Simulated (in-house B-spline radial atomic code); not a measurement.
Binding energies in Co⁴⁺

NIST's tabulated ground configuration is [Ar] 3d5; each binding energy is the energy of the ion with one electron taken from that subshell, relaxed, less that of the parent. Method: Dirac-Hartree-Fock, average of configuration, Fermi nucleus of rms radius 3.7875 fm. Calculated with an all-electron radial atomic-structure program (B-spline basis). Energies include first-order Breit, QED and recoil terms.

```json
{"subshell": "2s", "X-ray name": "L1", "binding energy (eV)": "1013", "-ε (eV)": "1029.9", "relaxation (eV)": "15.9"}
{"subshell": "2p1/2", "X-ray name": "L2", "binding energy (eV)": "878.8", "-ε (eV)": "897.4", "relaxation (eV)": "17.6"}
{"subshell": "2p3/2", "X-ray name": "L3", "binding energy (eV)": "864.3", "-ε (eV)": "882.3", "relaxation (eV)": "17.4"}
{"subshell": "3s", "X-ray name": "M1", "binding energy (eV)": "183.4", "-ε (eV)": "186.5", "relaxation (eV)": "3.0"}
{"subshell": "3p1/2", "X-ray name": "M2", "binding energy (eV)": "140.6", "-ε (eV)": "143.5", "relaxation (eV)": "2.8"}
{"subshell": "3p3/2", "X-ray name": "M3", "binding energy (eV)": "138.7", "-ε (eV)": "141.5", "relaxation (eV)": "2.8"}
{"subshell": "3d", "X-ray name": "M4,5", "binding energy (eV)": "75.43", "-ε (eV)": "77.81", "relaxation (eV)": "2.40"}
```

Relaxation = -ε minus the binding energy without Breit, QED and recoil terms.

Emission lines follow as differences of binding energies, with λ = 12398.42 eV·Å / E:

```
 line       holes  energy (eV)  wavelength (Å)
L1-M3  2s → 3p3/2        874.3          14.181
L3-M1  2p3/2 → 3s        680.9          18.209
```

(1) What does it cost to remove two 3s electrons?

(2) What does it cost to remove both a 2s and a 2p3/2 electron?

(3) What does it cost to remove both a 3s and a 3p1/2 electron?

Answers

(1) 393.95 eV, which is 27.2 eV more than the two single binding energies together.

(2) 1938.2 eV, which is 60.97 eV more than the two single binding energies together.

(3) 347.18 eV, which is 23.2 eV more than the two single binding energies together.
